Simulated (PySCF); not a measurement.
A GIAO shielding run with PySCF (density fitting, non-relativistic, gas phase) on `CC(C)C[Si@@H](F)Cl`, C₄H₁₀ClFSi:

```
$ OMP_NUM_THREADS=1 python probes_run.py task.json out

{"job": {"kind": "nmr", "xc": "PBE0", "basis": "pcSseg-1"}, "charge": 0, "multiplicity": 1}
C     -0.819858    -1.305224     0.399612
C     -0.484677     0.181881     0.454811
C     -1.755156     1.015835     0.300181
C      0.526105     0.561669    -0.634142
Si     2.223915    -0.274523    -0.518907
F      3.215665     0.581791    -1.464428
Cl     2.974491    -0.165293     1.338193
H     -1.573811    -1.551849     1.143776
H      0.064233    -1.906878     0.596991
H     -1.207533    -1.571632    -0.581578
H     -0.043999     0.401659     1.433168
H     -2.475168     0.763477     1.075143
H     -1.531713     2.077612     0.375742
H     -2.215581     0.830226    -0.668241
H      0.676789     1.645371    -0.602132
H      0.082020     0.348206    -1.609185
H      2.337278    -1.620297    -1.048913
```

Hardware: 1 thread of an Arm Neoverse V1, shared host. The job also computes population analyses, field gradients.

Task: How large is the calculation?

Result: 74 electrons, 183 basis functions and 995 auxiliary functions.

Task: How long does it take, and how much memory does it need?

Result: 38 s of wall time, with 12 SCF cycles and 4 response iterations; peak memory 0.83 GiB. Times on a shared host scatter by some tens of per cent.
